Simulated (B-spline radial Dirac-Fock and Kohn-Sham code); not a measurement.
# Elastic and transport cross sections of tantalum for electrons

Model: relativistic (Dirac) partial waves in the static field of the Dirac-Fock atom with Furness-McCarthy exchange, without polarisation or absorption potentials. Program: an atomic code on a B-spline grid. Below a few hundred eV the neglected polarisation potential matters, most of all at small angles. σ_tr1 and σ_tr2 weight the cross section with 1 − P₁ and 1 − P₂ of cos θ; "backward" is the share scattered beyond 90°.

| energy (eV) | σ (a₀²) | σ_tr1 (a₀²) | σ_tr2 (a₀²) | σ/σ_tr1 | backward (%) |
| --- | --- | --- | --- | --- | --- |
| 276 | 21.3 | 3.65 | 5.43 | 5.83 | 6.0 |
| 300 | 20.1 | 3.71 | 5.39 | 5.43 | 6.7 |
| 315 | 19.5 | 3.74 | 5.35 | 5.22 | 7.1 |
| 383 | 17.3 | 3.78 | 5.01 | 4.57 | 8.5 |
| 386 | 17.2 | 3.78 | 4.99 | 4.55 | 8.6 |
| 433 | 16.1 | 3.74 | 4.68 | 4.30 | 9.3 |
| 500 | 14.9 | 3.63 | 4.21 | 4.10 | 10 |
| 558 | ? | ? | ? | ? | ? |
| 599 | 13.5 | 3.39 | 3.57 | 3.98 | 11 |
| 664 | 12.8 | 3.22 | 3.21 | 3.98 | 11 |
| 738 | 12.2 | 3.03 | 2.87 | 4.02 | 11 |
| 1000 | 10.5 | 2.42 | 2.08 | 4.32 | 11 |
| 1030 | 10.3 | 2.36 | 2.02 | 4.37 | 10 |
| 1140 | 9.82 | 2.16 | 1.83 | 4.54 | 10 |

Problem. Fill in the row for 558 eV.

Solution. σ = 14.0 a₀², σ_tr1 = 3.50 a₀², σ_tr2 = 3.82 a₀², σ/σ_tr1 = 4.01, backward 10 %. The ratio σ/σ_tr1 is roughly the number of elastic collisions that randomise the direction.

Values without a named source are computed, but for edge energies of neutral atoms, which are taken from tables.
